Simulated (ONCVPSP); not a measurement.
## Before and after: ONCV potential for platinum (Pt)

* Element: Pt (Z = 78)
* Generator: ONCVPSP 4.0.1
* Type: optimised norm-conserving Vanderbilt (ONCV)
* Functional: PBEsol
* Relativity: fully relativistic
* Frozen core: [Kr] 4d10 4f14
* Valence charge: 18
* Reference configuration: 5s2 5p6 5d7 (charge +3)
* Partial waves: 5s: rc 1.10 bohr, ncon 4, nbas 8, qcut 6.3 1/bohr, 2 projectors, debl 1.4 Ha; 5p: rc 1.45 bohr, ncon 4, nbas 9, qcut 11.9 1/bohr, 3 projectors, debl 0.4 Ha; 5d: rc 1.60 bohr, ncon 3, nbas 6, qcut 5.3 1/bohr, 3 projectors, debl 3.1 Ha
* Local potential: polynomial inside 0.75 bohr (lpopt 2, dvloc0 1 Ha)
* Core correction: Teter function, fcfact 2.75, rcfact 1.3

Open shells are filled in proportion to 2j + 1.

In the s channel the program set the typed energies aside and used -5.027, 0.250 Ha. In the p channel the program set the typed energies aside and used -3.185, 0.250, 0.650 Ha (j = l + 1/2; the other j can differ).

Change: s: nproj 1. In the p channel the program set the typed energies aside and used -3.185, 0.250, 0.650 Ha (j = l + 1/2; the other j can differ).

Cutoffs: the cutoffs (Ha) at which the residual kinetic energy of the hardest occupied pseudo-wave falls to 1 and 0.1 mHa per electron; they do not see the model core or the augmentation charge, which bear on the density cutoff. Errors are all-electron minus pseudo energies relative to the spin-unpolarised reference configuration.

Task: How do hardness, ghosts and transferability respond?

Result: The potential gets neither clearly harder nor softer (136 Ha and 159 Ha → 136 Ha and 159 Ha); the bound ghosts move from d to d, s; the number of tests with a reliable result goes from 4 to 3; of the 3 tests that both files solve, the error grows in 3 and shrinks in 0 by more than 15 % and 0.3 meV (median size 4.1 → 5.0 meV); the range in which the s phases agree narrows (upper end 4.5 → -4.8).

```csv
quantity,base,changed
"cutoff, loose",136 Ha,136 Ha
"cutoff, tight",159 Ha,159 Ha
bound ghosts,d5/2,"d5/2, s"
GHOST(+) flags under 300 eV,s at 130.1 eV,none
tests with a reliable result,4 of 4,3 of 4
"error for 5s2 5p6 5d9, meV [ΔE -52.26 eV]",+4.3,+5.1
"error for 5s2 5p6 5d8, meV [ΔE -32.25 eV]",+1.9,+2.3
"error for 5s2 5p6 5d9 6p1, meV [ΔE -56.42 eV]",+4.1,+5.0
s: phases at 1.11 bohr within 0.05 rad from the reference energy up to (Ha; the scan ends near 5),4.5,-4.8
p3/2: phases at 1.48 bohr within 0.05 rad from the reference energy up to (Ha; the scan ends near 5),to the end of the scan,to the end of the scan
p1/2: phases at 1.48 bohr within 0.05 rad from the reference energy up to (Ha; the scan ends near 5),to the end of the scan,to the end of the scan
d5/2: phases at 1.62 bohr within 0.05 rad from the reference energy up to (Ha; the scan ends near 5),to the end of the scan,to the end of the scan
d3/2: phases at 1.62 bohr within 0.05 rad from the reference energy up to (Ha; the scan ends near 5),to the end of the scan,to the end of the scan
"rms error of d²Exc/dni dnj with the model core, mHa",7.19,7.20
```

 A true bound ghost makes a file unfit for plane-wave use even where its test errors are small: the radial tests pick states by their node count and pass the ghost by.
